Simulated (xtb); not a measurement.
[(E)-2-silylethenyl]silane (C₂H₈Si₂), SMILES C(/[SiH3])=C\[SiH3]. All values are semi-empirical tight-binding results from xtb (GFN2-xTB unless named), good for trends rather than for accurate numbers. Geometry: GFN2-xTB.

```
Property                                       Result
--------------------------------------  -------------
point group as xtb finds it                       C2h
orbital gap                                   3.58 eV
dipole moment                                  0.00 D
zero-point energy                       49.3 kcal/mol
G − E(el) at 298.15 K (modified RRHO)   29.8 kcal/mol
static polarisability (D4 model)           84.4 bohr³
solvation energy, GFN2-xTB/ALPB(water)   1.2 kcal/mol
solvation energy, GFN2-xTB/ALPB(chcl3)  -2.4 kcal/mol
```
